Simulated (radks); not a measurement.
Problem. Ar10+, 8 electrons, occupied as 1s1 2s2 2p4 3s1 (not the ground configuration). Method: scalar-relativistic Kohn-Sham, exchange-only B88, spin-polarised, spherical densities, finite nucleus; open shells are filled with parallel spins first; Fermi nuclear charge, rms radius 3.4274 fm; computed with a radial shooting solver on a logarithmic mesh with Libxc functionals. Some entries of the table are withheld. Estimate them.

orbital  occ.  eigenvalue (hartree)  r(max) (bohr)  <1/r> (bohr^-1)
1s up       1             -135.7006        0.05526            18.02
2s up       1                   (1)         0.3148            3.954
2s down     1                   (2)         0.3187            3.911
2p up       3                   (3)         0.2508            3.926
2p down     1                   (4)         0.2558            3.845
3s up       1              -8.29106         0.9005              (5)

Solution. 
(1) 2s up eigenvalue (hartree): -23.08011
(2) 2s down eigenvalue (hartree): -22.46601
(3) 2p up eigenvalue (hartree): -21.24730
(4) 2p down eigenvalue (hartree): -20.53060
(5) 3s up <1/r> (bohr^-1): 1.498
